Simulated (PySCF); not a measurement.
Atomic charges against the basis set

Species: C2H10AlN.
Bonds: C1–C2, C2–Al3, Al3–N4. Hydrogens: H5, H6, H7 on C1; H8, H9 on C2; H10, H11 on Al3; H12, H13, H14 on N4.

PBE0 throughout (PySCF), one geometry, spherical d and f functions. Isolated species at its PBE0-D3(BJ)/def2-SVP geometry (one conformer only). Atoms taken as equivalent share a column and are averaged. The first 7 of 8 kinds of atom are listed.

Mulliken charges (e):

```
        basis  functions      C1      C2     Al3      N4  H5/H6/H7   H8/H9  H10/H11
     pcSseg-0         60  -0.637  -1.026  +0.970  -0.899    +0.210  +0.233   -0.294
       6-31G*         80  -0.515  -0.577  +0.377  -0.978    +0.157  +0.161   -0.151
      cc-pVDZ        110  -0.089  -0.294  +0.224  -0.145    +0.030  +0.037   -0.147
     def2-SVP        110  -0.086  -0.417  +0.484  -0.243    +0.028  +0.048   -0.210
6-311+G(2d,p)        176  -0.501  -0.637  +0.693  -0.775    +0.131  +0.145   -0.177
  aug-cc-pVDZ        186  +0.418  +0.258  +0.115  -0.292    -0.178  -0.213   +0.073
    def2-TZVP        190  -0.373  -0.429  +0.253  -0.561    +0.109  +0.108   -0.146
     IGLO-III        249  -0.371  -0.574  +0.839  -0.720    +0.109  +0.116   -0.319
      cc-pVTZ        264  -0.309  -0.305  +0.129  -0.133    +0.089  +0.080   -0.145
```

IAO charges (e):

| basis | functions | C1 | C2 | Al3 | N4 | H5/H6/H7 | H8/H9 | H10/H11 |
| --- | --- | --- | --- | --- | --- | --- | --- | --- |
| pcSseg-0 | 60 | -0.401 | -0.625 | +0.549 | -0.591 | +0.124 | +0.135 | -0.219 |
| 6-31G* | 80 | -0.387 | -0.607 | +0.576 | -0.608 | +0.119 | +0.127 | -0.227 |
| cc-pVDZ | 110 | -0.387 | -0.607 | +0.572 | -0.603 | +0.119 | +0.127 | -0.227 |
| def2-SVP | 110 | -0.377 | -0.607 | +0.596 | -0.593 | +0.116 | +0.124 | -0.237 |
| 6-311+G(2d,p) | 176 | -0.402 | -0.629 | +0.606 | -0.628 | +0.124 | +0.132 | -0.235 |
| aug-cc-pVDZ | 186 | -0.400 | -0.619 | +0.582 | -0.621 | +0.124 | +0.131 | -0.229 |
| def2-TZVP | 190 | -0.402 | -0.630 | +0.612 | -0.627 | +0.124 | +0.132 | -0.237 |
| IGLO-III | 249 | -0.403 | -0.631 | +0.615 | -0.629 | +0.125 | +0.132 | -0.238 |
| cc-pVTZ | 264 | -0.403 | -0.627 | +0.602 | -0.626 | +0.124 | +0.132 | -0.234 |

Hirshfeld charges (e):

| basis | functions | C1 | C2 | Al3 | N4 | H5/H6/H7 | H8/H9 | H10/H11 |
| --- | --- | --- | --- | --- | --- | --- | --- | --- |
| pcSseg-0 | 60 | -0.109 | -0.216 | +0.311 | -0.128 | +0.022 | +0.014 | -0.212 |
| 6-31G* | 80 | -0.105 | -0.219 | +0.274 | -0.131 | +0.024 | +0.021 | -0.202 |
| cc-pVDZ | 110 | -0.117 | -0.223 | +0.312 | -0.144 | +0.026 | +0.019 | -0.208 |
| def2-SVP | 110 | -0.119 | -0.227 | +0.313 | -0.144 | +0.026 | +0.019 | -0.211 |
| 6-311+G(2d,p) | 176 | -0.127 | -0.233 | +0.339 | -0.162 | +0.028 | +0.020 | -0.207 |
| aug-cc-pVDZ | 186 | -0.133 | -0.237 | +0.343 | -0.170 | +0.030 | +0.022 | -0.206 |
| def2-TZVP | 190 | -0.128 | -0.232 | +0.327 | -0.162 | +0.028 | +0.021 | -0.206 |
| IGLO-III | 249 | -0.133 | -0.234 | +0.331 | -0.168 | +0.029 | +0.022 | -0.204 |
| cc-pVTZ | 264 | -0.128 | -0.232 | +0.326 | -0.163 | +0.029 | +0.021 | -0.207 |

ESP-fitted charges (e):

```csv
basis,functions,C1,C2,Al3,N4,H5/H6/H7,H8/H9,H10/H11
pcSseg-0,60,-0.029,-0.434,+0.783,-0.702,+0.009,+0.064,-0.384
6-31G*,80,-0.066,-0.254,+0.519,-0.672,+0.012,+0.036,-0.298
cc-pVDZ,110,-0.029,-0.201,+0.523,-0.607,-0.001,+0.015,-0.301
def2-SVP,110,-0.003,-0.251,+0.583,-0.585,-0.006,+0.022,-0.323
"6-311+G(2d,p)",176,-0.040,-0.195,+0.622,-0.658,+0.001,+0.007,-0.328
aug-cc-pVDZ,186,-0.027,-0.184,+0.631,-0.655,-0.004,+0.002,-0.331
def2-TZVP,190,-0.035,-0.181,+0.618,-0.664,-0.002,+0.003,-0.329
IGLO-III,249,-0.026,-0.197,+0.630,-0.641,-0.003,+0.006,-0.332
cc-pVTZ,264,-0.039,-0.182,+0.608,-0.653,0.000,+0.004,-0.326
```

Some averages cover members that differ in this geometry, most widely: H5/H6/H7, Mulliken in def2-TZVP +0.070 to +0.136; H5/H6/H7, Mulliken in 6-31G* +0.123 to +0.183; H5/H6/H7, Mulliken in IGLO-III +0.076 to +0.133; H5/H6/H7, Mulliken in 6-311+G(2d,p) +0.098 to +0.155 e.

Problem. Which scheme is steadiest as the basis changes?

Solution. Largest range over the bases for any column: IAO 0.07 e, Hirshfeld 0.07 e, ESP-fitted 0.26 e, Mulliken 1.28 e. IAO and Hirshfeld charges move least and Mulliken charges most, counted in e.

Problem. How much do the charges still move between the two largest bases, IGLO-III and cc-pVTZ?

Solution. At most, over all atoms: Mulliken 0.710 e, IAO 0.013 e, Hirshfeld 0.006 e, ESP-fitted 0.022 e.

Problem. What do the same runs give for the total energy, the frontier levels and the dipole moment?

Solution. 
| basis | energy (Eh) | HOMO (eV) | LUMO (eV) | μ (D) |
| --- | --- | --- | --- | --- |
| pcSseg-0 | -378.5635 | -6.80 | 0.27 | 5.67 |
| 6-31G* | -379.1183 | -6.47 | 0.37 | 5.27 |
| cc-pVDZ | -379.1447 | -6.59 | 0.22 | 5.14 |
| def2-SVP | -378.9701 | -6.62 | 0.22 | 5.27 |
| 6-311+G(2d,p) | -379.1936 | -6.71 | -0.73 | 5.00 |
| aug-cc-pVDZ | -379.1567 | -6.70 | -0.92 | 4.94 |
| def2-TZVP | -379.2043 | -6.68 | -0.26 | 5.04 |
| IGLO-III | -379.2119 | -6.69 | -0.44 | 4.99 |
| cc-pVTZ | -379.2054 | -6.67 | -0.18 | 5.03 |

The dipole is fixed by the density alone, so its range of 0.73 D shows that the density itself changes with the basis, not only its division among atoms.
